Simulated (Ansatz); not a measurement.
Ansatz (a first-principles code) input (CCSD(T)/aug-cc-pVDZ):

Ansatz 0.2 input:
```yaml
crystal:
  periodic: [false, false, false]
  atoms:
    - {symbol: C, position_ang: [2.54642667, 0.23700838, -0.55986191]}
    - {symbol: C, position_ang: [1.72521831, -0.46557447, 0.53488162]}
    - {symbol: C, position_ang: [0.56574207, 0.33518600, 1.01575747]}
    - {symbol: C, position_ang: [-0.84536566, -0.07314448, 0.78648368]}
    - {symbol: C, position_ang: [-1.33227854, 0.21735694, -0.64549244]}
    - {symbol: O, position_ang: [-2.69282600, -0.14318941, -0.84799075]}
    - {symbol: H, position_ang: [1.93715529, 0.42737322, -1.44510579]}
    - {symbol: H, position_ang: [3.40234139, -0.37219673, -0.85847960]}
    - {symbol: H, position_ang: [2.92417761, 1.19746168, -0.20396669]}
    - {symbol: H, position_ang: [2.39976269, -0.68721631, 1.37315909]}
    - {symbol: H, position_ang: [1.37636014, -1.43359292, 0.16234789]}
    - {symbol: H, position_ang: [0.76406593, 1.31551555, 1.43526675]}
    - {symbol: H, position_ang: [-1.52080436, 0.43688712, 1.47731421]}
    - {symbol: H, position_ang: [-0.95535471, -1.15235619, 0.96190699]}
    - {symbol: H, position_ang: [-0.68148013, -0.28917226, -1.36850239]}
    - {symbol: H, position_ang: [-1.27693385, 1.28784002, -0.84463847]}
    - {symbol: H, position_ang: [-2.78513904, -1.09002234, -0.69598636]}
basis:
  gaussian:
    orbitals: aug-cc-pVDZ
magnetization: {spin_polarized: true, initial_magnetization: 1}
correlation: {method: ccsd_t, electrons: outside_noble_gas}
output: {forces: true}
```

End of the output:

```
Atom 3 at    -0.845366    -0.073144     0.786484 Å, force    -0.239396    -0.065264    -0.135115 eV/Å
Atom 4 at    -1.332279     0.217357    -0.645492 Å, force     0.168826    -0.082491     0.166094 eV/Å
Atom 5 at    -2.692826    -0.143189    -0.847991 Å, force    -0.510950     0.095030    -0.114081 eV/Å
Atom 6 at     1.937155     0.427373    -1.445106 Å, force    -0.293300     0.077254    -0.401555 eV/Å
Atom 7 at     3.402341    -0.372197    -0.858480 Å, force     0.369729    -0.271453    -0.127261 eV/Å
Atom 8 at     2.924178     1.197462    -0.203967 Å, force     0.165916     0.429308     0.177056 eV/Å
Atom 9 at     2.399763    -0.687216     1.373159 Å, force     0.265983    -0.081581     0.339466 eV/Å
Atom 10 at     1.376360    -1.433593     0.162348 Å, force    -0.165148    -0.421027    -0.174234 eV/Å
Atom 11 at     0.764066     1.315516     1.435267 Å, force     0.092735     0.474980     0.204535 eV/Å
Atom 12 at    -1.520804     0.436887     1.477314 Å, force    -0.291952     0.234353     0.297383 eV/Å
Atom 13 at    -0.955355    -1.152356     0.961907 Å, force    -0.035753    -0.451449     0.071022 eV/Å
Atom 14 at    -0.681480    -0.289172    -1.368502 Å, force     0.275417    -0.215868    -0.304329 eV/Å
Atom 15 at    -1.276934     1.287840    -0.844638 Å, force     0.010727     0.478137    -0.084175 eV/Å
Atom 16 at    -2.785139    -1.090022    -0.695986 Å, force     0.017470    -0.200045     0.035467 eV/Å
Dipole moment:     0.282481    -0.212427     0.083985 e Å
```

It need not be the lowest isomer of its formula.
